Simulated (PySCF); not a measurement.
# What a mistake does to a calculation on Al2H2O2

These are calculations, not measurements. They come from PySCF 2.14.0, an open-source quantum chemistry program, on an isolated molecule that a program drew, which may never have been made. The molecule is Al2H2O2 (charge 0, singlet), drawn as the SMILES string `[O]=[Al][AlH][OH]`.

Each row is a Hartree-Fock (HF) and frozen-core CCSD(T) single point in the cc-pV(D+d)Z basis, meant for a local HF minimum. Run 1 is clean. Each other run has one planted mistake out of seven kinds, and not every kind appears here: one electron removed, one electron added, multiplicity raised by two, geometry at a saddle point, minimal basis STO-3G, one bond length entered in bohr, all coordinates scaled. The reference is restricted for singlets and unrestricted otherwise, and also for a bond in bohr. Adding or removing an electron swaps singlet and doublet. Electrons count all cores. HOMO and LUMO are orbital energies over both spins, the gradient is its largest component, and the lowest frequency (negative if imaginary) is given only where the gradient is small. Bond lengths are over the 5 bonds as drawn. T1 is the CCSD diagnostic: over 0.02 (restricted) or 0.045 (unrestricted) a single reference is doubtful.

Geometry of the clean run:
```xyz
6
Al2H2O2, angstrom
O    -0.3778    2.0171    2.4644
Al   -0.6062    1.1441    1.1731
Al   -0.9903   -0.3302   -0.9395
O    -1.3677   -1.9513   -0.7385
H    -0.8827    0.2397   -2.3942
H    -1.4856   -2.5147    0.0067
```

```
run,electrons,basis functions,<S^2>,HOMO (eV),LUMO (eV),gradient (hartree/bohr),lowest frequency (cm^-1),mean bond (Å),longest bond (Å),T1,HF (hartree),CCSD(T) (hartree),mistake
1,44,84,0.000,-10.41,-0.06,1.6e-05,105,1.6728,2.605,0.0301,-634.76947,-635.30736,no fault
2,44,84,0.855,-8.81,-0.31,1.3e-02,-,1.9515,2.959,0.0540,-634.67225,-635.19914,one bond length entered in bohr
3,44,84,2.033,-6.08,-0.09,1.2e-01,-,1.6728,2.605,0.0199,-634.71281,-635.18629,?
4,45,84,0.764,-0.88,5.83,3.3e-02,-,1.6728,2.605,0.0262,-634.78623,-635.32759,?
```

**Which mistake was planted in run 3, and what did it cost?**

Electrons, basis and geometry are unchanged, and <S^2> is 2.033, beside S(S+1) = 2.00 for a multiplicity of 3. So the mistake is: multiplicity raised by two. Subtracting run 1 and multiplying by 627.51 kcal/mol a hartree, the energy moved by 35.6 kcal/mol in HF and 76.0 kcal/mol in CCSD(T).

**Which mistake was planted in run 4, and what did it cost?**

It counts 45 electrons, one more than the clean run, at the same geometry and basis. So the mistake is: one electron added. Subtracting run 1 and multiplying by 627.51 kcal/mol a hartree, the energy moved by -10.5 kcal/mol in HF and -12.7 kcal/mol in CCSD(T).

Cautions from the logs. Run 1: T1 is over the limit, so its CCSD(T) energy is less reliable; run 2: T1 is over the limit, so its CCSD(T) energy is less reliable.
